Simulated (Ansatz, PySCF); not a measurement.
Gas-phase reaction in SMILES: O[SiH2]O + H+ -> O[SiH2][OH2+]
Structures are relaxed separately at B3LYP-D3(BJ)/def2-TZVP in Ansatz (an electronic-structure program), one conformer each, not searched for the lowest. Frequencies are from Ansatz or PySCF.

Quantity: proton affinity (enthalpy at 298 K, with B3LYP-D3(BJ) rigid-rotor harmonic-oscillator terms), positive where the reaction releases energy, in eV. Valence correlation only, unless marked. No spin-orbit coupling. No relativistic terms. CBS marks a two-point X^-3 extrapolation of the correlation energy; Hartree-Fock from the larger set (for Q and 5 zeta extrapolated as (X+1)exp(-9√X)).

```tsv
level	program	proton affinity (eV)
revPBE/def2-TZVPD	Ansatz	(withheld)
PBE0-D3(BJ)/def2-TZVPD	Ansatz + dftd3	(withheld)
PBE0/def2-TZVP	Ansatz	7.90
r2SCAN0-D4/def2-TZVPD	Ansatz + dftd4	7.84
HSE06/def2-TZVPD	Ansatz	7.87
LC-wPBE-D3(BJ)/def2-TZVPD	Ansatz + dftd3	7.90
LC-wPBE-D4/def2-TZVPD	Ansatz + dftd4	7.87
B2PLYP-D3(BJ)/def2-TZVPD	Ansatz + dftd3	(withheld)
PBE-QIDH/def2-TZVPD	Ansatz	7.84
CCSD/cc-pV(Q+d)Z	Ansatz	(withheld)
CCSD(T)/CBS(cc-pV(Q+d)Z,cc-pV(5+d)Z)	Ansatz	7.81
```

**Question.** Fill in the missing entries.

**Answer.** 
- revPBE/def2-TZVPD, proton affinity (eV): 7.89
- PBE0-D3(BJ)/def2-TZVPD, proton affinity (eV): 7.88
- B2PLYP-D3(BJ)/def2-TZVPD, proton affinity (eV): 7.80
- CCSD/cc-pV(Q+d)Z, proton affinity (eV): 7.91
